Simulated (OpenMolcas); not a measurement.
## Potential curves of BeMg⁻: spin-free states

Computed with OpenMolcas 26.06: state-averaged CASSCF(5,8) over Mg 3s 3p, Be 2s 2p, XMS-CASPT2 (IPEA 0.25, imaginary shift 0.2 hartree), scalar X2C, ANO-RCC-VTZP, then RASSI spin–orbit state interaction with atomic mean-field integrals. C2 symmetry about the axis (a holds Σ, Δ, Γ; b holds Π, Φ, H; Σ⁺ and Σ⁻ are not told apart); roots by multiplicity and irrep: 2b 6, 2a 8, 4a 5, 4b 4.

XMS-CASPT2 energies in eV from the lowest point. Curves are followed by energy order within each symmetry, so they are adiabatic and may change character at avoided crossings; Σ⁺ and Σ⁻ are counted together.

| R (Å) | (1)2Π | (1)2Σ | (1)4Σ | (2)2Π | (1)2Δ | (2)4Σ | (1)4Δ |
| --- | --- | --- | --- | --- | --- | --- | --- |
| 2.327 | 0.190 | 0.619 | 0.872 | 1.642 | 1.603 | 2.396 | 2.686 |
| 2.462 | 0.071 | 0.380 | 0.895 | 1.535 | 1.610 | 2.286 | 2.541 |
| 2.584 | 0.016 | 0.242 | 0.966 | 1.450 | 1.670 | 2.229 | 2.478 |
| 2.706 | 0.000 | 0.153 | 1.069 | 1.401 | 1.763 | 2.201 | 2.460 |
| 2.841 | 0.013 | 0.097 | 1.204 | 1.362 | 1.887 | 2.193 | 2.474 |
| 2.977 | 0.045 | 0.074 | 1.348 | 1.331 | 2.022 | 2.201 | 2.516 |
| 3.166 | 0.105 | 0.073 | 1.549 | 1.291 | 2.219 | 2.227 | 2.600 |
| 4.330 | 0.505 | 0.297 | 2.362 | 1.131 | 3.145 | 2.478 | 3.204 |
| 5.141 | 0.705 | 0.437 | 2.518 | 1.080 | 3.427 | 2.622 | 3.482 |

Task: With masses 23.985 and 9.012 u, fit the curves (1)2Π, (1)2Σ, (1)4Δ near their minima.

Result: At XMS-CASPT2, Te from the lowest curve (the fit fixes ωe to a per cent or two; the method's Re and ωe can be off by some per cent):

```csv
curve,Te (cm⁻¹),Re (Å),ωe (cm⁻¹)
(1)2Π,0,2.710,269.0
(1)2Σ,560,3.068,187.6
(1)4Δ,19840,2.715,290.7
```

The 7 lowest clean curves are shown; the next is (3)4Σ, from 2.54 eV. Left out for impure symmetry, kinks or missing points, though low: (1)4Π, (2)2Σ, (3)2Σ, (3)2Π, (4)2Σ, (2)4Π. Only roots inside an energy window near the equilibrium distance were included, so the list of states is not complete; labels number the states computed. Each spin and symmetry block has orbitals of its own, averaged over its own roots, so gaps between blocks are less sure than gaps within one and near the minimum can be off by tenths of an eV, in bad cases by more. No Rydberg orbitals are active, so Rydberg states, and σ→σ* states whose orbital the CASSCF left unused, can be missing between those listed. CASPT2 splits the two components of degenerate states numerically, here by up to 44 cm⁻¹. For an anion, states above the electron-detachment threshold (often below 1 to 3 eV) are held by the basis set and are not bound levels. At stretched bonds a block can hold a wrong CASSCF solution and miss its lowest state; points past a visible jump are left out. Points that failed a check (symmetry, reference weights, a jump) are left out.
